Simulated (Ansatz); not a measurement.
One change: `F[SiH](Cl)Cl` becomes `N#C[Si](F)(Cl)Cl`.

Ansatz, PBE0-D4/def2-TZVP geometries, multiplicity 1. 

```
                                                                                  property  `F[SiH](Cl)Cl`
                                                   HOMO–LUMO gap (ωB97M-V/def2-TZVPP) / eV           14.03
                                                         HOMO energy (PBE/def2-TZVPP) / eV           -8.21
                                                         LUMO energy (PBE/def2-TZVPP) / eV           -0.72
                                            size of the dipole moment (PBE/def2-TZVPP) / D            0.92
ideal-gas entropy at 298 K and 1 bar (rigid rotor, harmonic PBE0-D4/def2-TZVP) / J/(mol·K)             311
                                                     LUMO energy (ωB97M-V/def2-TZVPP) / eV            2.13
```

Q: Give the same properties after the change, and the shifts. (Best estimate.)

A: Computed: 
```tsv
property	`N#C[Si](F)(Cl)Cl`	shift
HOMO–LUMO gap (ωB97M-V/def2-TZVPP) / eV	13.11	-0.92
HOMO energy (PBE/def2-TZVPP) / eV	-8.74	-0.53
LUMO energy (PBE/def2-TZVPP) / eV	-2.43	-1.71
size of the dipole moment (PBE/def2-TZVPP) / D	2.35	1.43
ideal-gas entropy at 298 K and 1 bar (rigid rotor, harmonic PBE0-D4/def2-TZVP) / J/(mol·K)	356	45
LUMO energy (ωB97M-V/def2-TZVPP) / eV	0.68	-1.45
```

With PBE0 the HOMO falls by 0.52 eV and the LUMO falls by 1.68 eV, so the gap narrows by about 1.16 eV. PBE moves the HOMO by -0.53 eV and ωB97M-V by -0.53 eV. The zero-point energy changes by 0.4 kJ/mol with +3 modes. Dipoles are sizes alone; their direction can turn.
